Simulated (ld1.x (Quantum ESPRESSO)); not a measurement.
## tantalum (Ta), TM: configuration errors across variants

| Quantity | Value |
| --- | --- |
| Element | tantalum (Ta) |
| Generator | ld1.x (Quantum ESPRESSO) 7.5 |
| Type | norm-conserving Troullier–Martins (Kleinman–Bylander form) |
| Functional | BLYP |
| Relativity | scalar-relativistic |
| Frozen core | [Xe] 4f14 |
| Valence charge | 5 |
| Reference configuration | 5d3 6s1.75 6p0 (charge +0.25) |
| Partial waves | 6s (bound): rc 2.70 bohr; 6p (bound, empty): rc 2.90 bohr; 5d (bound): rc 2.10 bohr |
| Local potential | the d channel |
| Core correction | a·sin(br)/r model core inside 1.60 bohr |

All-electron excitation energies from the reference (eV): (1) 5d3 6s2 6p0 -1.514; (2) 5d3 6s1 6p0 6.880; (3) 5d3 6s0 6p0 21.932; (4) 5d3 6s0 6p2 7.142; (5) 5d2 6s2 6p0 6.033; (6) 5d4 6s1 6p0 0.602; (7) 5d3 6s1 6p1 2.660.

Tests that are not counted but printed errors over 1 eV. “all radii but the core radius scaled by about 1.05 (s 2.84, p 3.06, d 2.22 bohr)”: 5d3 6s0 6p2 (solver errors, printed error -9.0 eV). “all radii but the core radius scaled by about 1.09 (s 2.94, p 3.16, d 2.30 bohr)”: 5d3 6s0 6p2 (solver errors, printed error -97.9 eV). “all radii but the core radius scaled by about 1.17 (s 3.16, p 3.38, d 2.46 bohr)”: 5d3 6s0 6p2 (solver errors, printed error -9.8 eV); 5d3 6s1 6p1 (solver errors, printed error -108 eV). “all radii but the core radius scaled by about 1.24 (s 3.36, p 3.60, d 2.62 bohr)”: 5d3 6s0 6p2 (solver errors, printed error -9.8 eV); 5d3 6s1 6p1 (solver errors, printed error -2.4 eV).

A true bound ghost makes a file unfit for plane-wave use even where its test errors are small: the radial tests pick states by their node count and pass the ghost by. Where a test does run into it, the solver fails or the error is huge.

Errors AE − PS in meV (a dash: test not solved or not reliable):

| change | (1) | (2) | (3) | (4) | (5) | (6) | (7) | bound ghosts |
| --- | --- | --- | --- | --- | --- | --- | --- | --- |
| base | +0.4 | -5.6 | -30 | -19 | -61 | -37 | -2.6 | s, p |
| all radii but the core radius scaled by about 0.84 (s 2.26, p 2.44, d 1.76 bohr) | +0.5 | -4.9 | -26 | -30 | -60 | -32 | -3.0 | s, p |
| all radii but the core radius scaled by about 0.90 (s 2.44, p 2.62, d 1.90 bohr) | +0.4 | -5.4 | -29 | -23 | -59 | -35 | -2.5 | s, p |
| all radii but the core radius scaled by about 1.05 (s 2.84, p 3.06, d 2.22 bohr) | +0.4 | -5.5 | -30 | – | -60 | -36 | -3.0 | s, p |
| all radii but the core radius scaled by about 1.09 (s 2.94, p 3.16, d 2.30 bohr) | +0.4 | -5.4 | -30 | – | -58 | -35 | -3.4 | s, p |
| all radii but the core radius scaled by about 1.17 (s 3.16, p 3.38, d 2.46 bohr) | +0.5 | -5.4 | -33 | – | -53 | -30 | – | s, p |
| all radii but the core radius scaled by about 1.24 (s 3.36, p 3.60, d 2.62 bohr) | +0.5 | -5.6 | -38 | – | -48 | -25 | – | s, p |
| all radii but the core radius scaled by about 1.34 (s 3.60, p 3.88, d 2.80 bohr) | +0.5 | -6.9 | -54 | +18 | -37 | -14 | -4.8 | s |
| all radii but the core radius scaled by about 1.37 (s 3.72, p 3.98, d 2.88 bohr) | +0.5 | -7.6 | -62 | -5.2 | -33 | -9.8 | -6.4 | s |

Task: Give the same row for: all radii but the core radius scaled by about 0.74 (s 2.00, p 2.14, d 1.56 bohr).

Result: +0.5, -4.5, -21, -34, -72, -27, -3.1; bound ghosts: p, s.
